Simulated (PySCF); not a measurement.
**`C[CH2][Al]([CH2]C)[N]=C=S`: 4 charge schemes on one density**

Compound: C5H10AlNS.
Geometry (PBE0-D3(BJ)/def2-SVP, Å), atoms numbered from 1 in this order:
```
atom  x, y, z in Å
Al1    0.0805    0.1526    0.0078
C2     1.9758    0.0819    0.4816
C3     2.5122   -1.2664    0.9631
H4     2.1603    0.8679    1.2387
H5     2.5447    0.4297   -0.4026
H6     3.5885   -1.2256    1.1975
H7     1.9954   -1.6122    1.8723
H8     2.3737   -2.0552    0.2071
C9    -0.9277    1.7392   -0.5297
C10   -2.3638    1.5126   -1.0018
H11   -0.3381    2.2599   -1.3084
H12   -0.9092    2.4393    0.3281
H13   -2.8695    2.4567   -1.2625
H14   -2.4046    0.8669   -1.8932
H15   -2.9750    1.0182   -0.2304
N16   -0.8360   -1.4056    0.0796
C17   -1.4358   -2.4392    0.1305
S18   -2.2278   -3.8037    0.2001
```

Density: PBE0/pcSseg-1 (pcSseg-2 on Al) (PySCF); schemes: Mulliken, IAO, Hirshfeld and ESP-fitted. Geometry: PBE0-D3(BJ)/def2-SVP, one conformer, isolated molecule.

Q: What partial charge does each atom carry?

A: In e:

```csv
atom,environment,Mulliken,IAO,Hirshfeld,ESP-fitted
Al1,aluminium bonded to 2 C and N,+0.978,+1.123,+0.617,+0.606
C2,"carbon bonded to Al, C and 2 H",-0.639,-0.628,-0.215,-0.226
C3,carbon bonded to C and 3 H,-0.270,-0.393,-0.118,-0.035
H4,hydrogen on C2,+0.143,+0.145,+0.032,+0.024
H5,hydrogen on C2,+0.142,+0.146,+0.032,+0.029
H6,hydrogen on C3,+0.118,+0.137,+0.037,+0.025
H7,hydrogen on C3,+0.123,+0.134,+0.037,+0.007
H8,hydrogen on C3,+0.125,+0.135,+0.037,+0.005
C9,"carbon bonded to Al, C and 2 H",-0.639,-0.628,-0.215,-0.206
C10,carbon bonded to C and 3 H,-0.270,-0.393,-0.118,-0.024
H11,hydrogen on C9,+0.143,+0.145,+0.032,+0.016
H12,hydrogen on C9,+0.142,+0.146,+0.032,+0.024
H13,hydrogen on C10,+0.118,+0.137,+0.037,+0.020
H14,hydrogen on C10,+0.122,+0.133,+0.037,+0.004
H15,hydrogen on C10,+0.126,+0.135,+0.037,0.000
N16,nitrogen bonded to Al and C,-0.639,-0.483,-0.250,+0.021
C17,carbon bonded to N and S,+0.243,+0.080,+0.084,-0.220
S18,sulfur bonded to C,-0.066,-0.071,-0.133,-0.071
```

Mean size of the charges over all atoms: IAO 0.288 e, Mulliken 0.280 e, Hirshfeld 0.117 e, ESP-fitted 0.087 e. Each set sums to the total charge, 0, to within 0.001 e. The Hirshfeld scheme divides the density at each point in proportion to the densities of the neutral, spherically averaged free atoms. The ESP scheme fits charges at the nuclei, held to the total charge, to the electrostatic potential on points at 1.4 to 2.0 times the van der Waals radii.

Lowest charge. The schemes don't all agree: Mulliken C2, C9 and N16 (-0.639); IAO C2 and C9 (-0.628); Hirshfeld N16 (-0.250); ESP-fitted C2 (-0.226).

Highest charge. All schemes agree: Mulliken Al1 (+0.978); IAO Al1 (+1.123); Hirshfeld Al1 (+0.617); ESP-fitted Al1 (+0.606).

Q: Sum the charges by element, for elements with more than one atom.

A: 
| element | atoms | Mulliken | IAO | Hirshfeld | ESP-fitted |
| --- | --- | --- | --- | --- | --- |
| C | 5 | -1.575 | -1.960 | -0.583 | -0.710 |
| H | 10 | +1.302 | +1.391 | +0.350 | +0.154 |

Q: How many electrons does the Hirshfeld scheme count on Al1?

A: Z − q = 13 − (+0.617) ≈ 12.384.

Q: How closely do the schemes follow one another over all atoms?

A: Correlation coefficient and root-mean-square difference: Mulliken with IAO 0.98, 0.076 e; IAO with Hirshfeld 0.96, 0.225 e; Mulliken with Hirshfeld 0.95, 0.212 e; Hirshfeld with ESP-fitted 0.83, 0.103 e; IAO with ESP-fitted 0.81, 0.276 e; Mulliken with ESP-fitted 0.73, 0.279 e.

The run behind these numbers computed NMR shieldings as well. Hardware: an Arm Neoverse V1 with one thread, no GPU, on a shared host. Cost: 46 s of wall time (grids of density and orbitals included), 1.1 GiB resident at most.
